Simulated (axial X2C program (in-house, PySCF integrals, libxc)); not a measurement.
**What spin–orbit coupling does to CaSe⁺**

Calculated with an in-house all-electron X2C program for linear molecules (integrals from PySCF). Spin-free means the one-electron spin-free X2C Hamiltonian; two-component (2c) means X2C with spin–orbit coupling and atomic mean-field two-electron Coulomb and Gaunt terms, so the difference of the two also holds small scalar two-electron terms. Basis: Se dyall-cv3z [8s9p6d4f1g], Ca dyall-cv3z [11s12p6d4f] (cores contracted in-house); Gaussian nuclei, density fitting, unrestricted open shells. Masses: Se 79.917 u, Ca 39.963 u.

Spin-free state: M_S = 1/2, Λ = 1 (beyond evenly filled blocks: π+α, π+β, π-α); fragments Se + Ca+.

```csv
level,Re (Å),ωe (cm⁻¹),De (eV),μ (D)
PBE0,2.574,313.0,2.599,12.34
HF,2.644,302.8,1.159,14.31
MP2,2.601,308.7,2.160,n/a
CCSD,2.612,305.8,2.122,n/a
CCSD(T),2.611,304.4,2.185,n/a
BLYP,2.604,294.6,2.634,11.57
```

Correlated methods: 15 electrons correlated (number of frozen shells: Se 3 s, 2 p, 1 d; Ca 2 s, 1 p), 267 virtual spin orbitals or spinors in MP2, 90 natural virtuals in coupled cluster.

Dipoles are positive if Ca is the positive end and refer to the centre of mass.

Problem. Within this multiplet, which Ω should lie lowest by the rule for regular and inverted multiplets?

Solution. The open π shell holds three electrons, one hole, so the multiplet is inverted: Ω = Λ + 1/2 = 3/2. The PBE0 2c search agrees.

Two-component determinant lowest at the distance of the search:

Ω = 3/2 (⟨Sz⟩ = 0.50, ⟨Lz⟩ = 1.00 at HF); fragments Se + Ca+.

```
  level  Re (Å)  ωe (cm⁻¹)  De (eV)  μ (D)
   PBE0   2.576      312.1    2.638  12.34
     HF   2.645      301.7      n/a  14.31
    MP2   2.602      307.8    2.130    n/a
   CCSD   2.614      304.8    2.099    n/a
CCSD(T)   2.613      303.4    2.157    n/a
   BLYP   2.605      293.6    2.626  11.56
```

Problem. From the two tables, how do the constants change at the CCSD(T) level (2c against spin-free)?

Solution. At the CCSD(T) level Re increases by 0.002 Å and ωe falls by 1.0 cm⁻¹; De changes by -0.028 eV.

One determinant describes the state; a PBE0 search over occupations chose it and may have missed a lower one. Dissociation energies refer to the lowest single-determinant-based atoms at the same level and basis. De is not given where an atomic determinant may have missed its ground term or J level, or where the truncated virtual space spoils (T). Density functionals use the spin component along the axis (collinear). CCSD and (T) use frozen natural virtuals with an MP2 correction for the truncation; (T) itself is uncorrected, so its De runs slightly low. The functionals have no current-density term, which raises determinants with orbital currents, atoms included. Some points did not converge and are left out. The stretched end of a curve changes character and is left out.
